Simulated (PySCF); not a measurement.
## `C[O][InH2]`, CH5InO: coupling constants with relativity

Geometry:
```
atom   x (Å)   y (Å)   z (Å)
  C1  -1.263  -0.196  -0.186
  O2  -0.027  -0.809  -0.026
 In3   1.714   0.151   0.230
  H4  -1.234   0.913  -0.127
  H5  -1.978  -0.537   0.589
  H6  -1.711  -0.451  -1.166
  H7   3.015  -0.952   0.366
  H8   1.536   1.863   0.264
```

Level of theory for the indirect couplings: PBE0/pcJ-1 (dyall-v2z on In), gas phase, finite nuclei, structure from PBE0-D3(BJ)/def2-SVP (PySCF 2.14 with density-fitted X2C routines).

Non-relativistic values:
| coupling | atoms | J (Hz) |
| --- | --- | --- |
| 1J(115In,17O) | In3 – O2 | 144.8 |
| 1J(115In,1H) | In3 – H7/H8 | 1312.7 |
| 2J(115In,13C) | In3 – C1 | -16.5 |
| 3J(115In,1H) | In3 – H4/H5/H6 | 28.2 |

Question: What do two-component X2C with spin–orbit coupling give?

Answer: 
| coupling | atoms | with spin–orbit (Hz) |
| --- | --- | --- |
| 1J(115In,17O) | In3 – O2 | 229.1 |
| 1J(115In,1H) | In3 – H7/H8 | 1754.3 |
| 2J(115In,13C) | In3 – C1 | -25.4 |
| 3J(115In,1H) | In3 – H4/H5/H6 | 41.2 |

The largest listed coupling, 1J(115In,1H), ends at 1.34 times its non-relativistic value. Equivalent partners are averaged, as under fast rotation. In the static structure 3J(115In,1H) spreads over 50.8, 39.2, 33.7 Hz. Couplings to strongly quadrupolar nuclei (115In) are seldom resolved in solution.
